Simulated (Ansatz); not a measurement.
Cost and result for the atomization energy of C$_{2}$H$_{7}$AlBF (`FBC[CH2][AlH2]`) (12 atoms, 11 bonds).

Z-matrix (Å, degrees):
```
C
B 1 1.548
C 1 1.579 2 97.9
H 1 1.094 2 113.3 3 116.8
H 1 1.096 2 113.0 3 -117.7
F 2 1.329 1 119.9 3 92.4
H 2 1.200 1 122.7 3 -81.5
Al 3 1.944 1 95.1 2 -177.8
H 3 1.092 1 110.7 2 -58.5
H 3 1.092 1 110.6 2 62.4
H 8 1.587 3 118.5 1 -82.7
H 8 1.587 3 119.4 1 87.3
```

Total charge 0; spin multiplicity 1. All single points use the PBE0-D4/def2-TZVP geometry. It is one conformer, not always the lowest. Program: Ansatz. All runs use 4 threads of an Arm Neoverse V1 on a shared host. Times are those of one run each, without the atoms' runs, and a repeat can differ threefold. Electronic energies, without spin–orbit coupling; frozen cores. CCSD(T)/CBS adds CCSD(T) − MP2 in def2-TZVPP to the MP2 limit, and its time is that of the two runs behind it. T1 = 0.012. B3LYP takes the VWN-RPA correlation (the form of Gaussian; ORCA's B3LYP/G).

CCSD(T)/CBS is a level of theory with its own doubt, some kJ/mol a heavy atom from the limit and from the frozen cores, so smaller differences don't rank the functionals.

| level | functions | wall time |
| --- | --- | --- |
| PBE-D4/def2-TZVPP (with forces) | 264 | 2.8 s |
| PBE0-D4/def2-TZVPP | 264 | 3.2 s |
| B3LYP-D4/def2-TZVPP (with forces) | 264 | 5 s |
| r2SCAN-D4/def2-TZVPP (with forces) | 264 | 5.5 s |
| B2PLYP/def2-TZVPP | 264 | 6 s |
| ωB97X-V/def2-TZVPP | 264 | 8 s |
| ωB97M-V/def2-TZVPP (with forces) | 264 | 13 s |
| MP2/def2-QZVPP | 508 | 25 s |
| CCSD(T)/def2-TZVPP | 264 | 3 min |
| CCSD(T)/CBS(def2) | – | 3.4 min |

Q: What atomization energy does each give, and how far from CCSD(T)/CBS? (Estimate.)

A: The calculation gave: 
| level | atomization (kcal/mol) | difference from CCSD(T)/CBS | per bond |
| --- | --- | --- | --- |
| PBE-D4/def2-TZVPP (with forces) | 1054.3 | 14.0 | 1.3 |
| PBE0-D4/def2-TZVPP | 1042.6 | 2.3 | 0.2 |
| B3LYP-D4/def2-TZVPP (with forces) | 1041.7 | 1.4 | 0.1 |
| r2SCAN-D4/def2-TZVPP (with forces) | 1047.4 | 7.1 | 0.6 |
| B2PLYP/def2-TZVPP | 1032.2 | -8.1 | -0.7 |
| ωB97X-V/def2-TZVPP | 1043.8 | 3.5 | 0.3 |
| ωB97M-V/def2-TZVPP (with forces) | 1045.4 | 5.1 | 0.5 |
| MP2/def2-QZVPP | 1046.2 | 5.9 | 0.5 |
| CCSD(T)/def2-TZVPP | 1018.2 | -22.1 | -2.0 |
| CCSD(T)/CBS(def2) | 1040.3 | 0.0 | 0.0 |

The D4 term adds +8.2 kcal/mol with B3LYP and +4.3 kcal/mol with PBE0; it sums over pairs of atoms, weighted by their polarisabilities, and B3LYP, whose exchange is more repulsive, gets the larger term. From PBE to PBE0 (25 % exact exchange), in def2-TZVPP and without D4, the atomization energy moves by −10.9 kcal/mol: exact exchange takes away binding that semilocal exchange gives to molecules. In def2-TZVPP, CCSD(T) changes the Hartree–Fock value by +218.8 kcal/mol (the triples alone add +12.1 kcal/mol) and MP2 by +233.8 kcal/mol; breaking electron pairs costs correlation energy, which Hartree–Fock lacks.
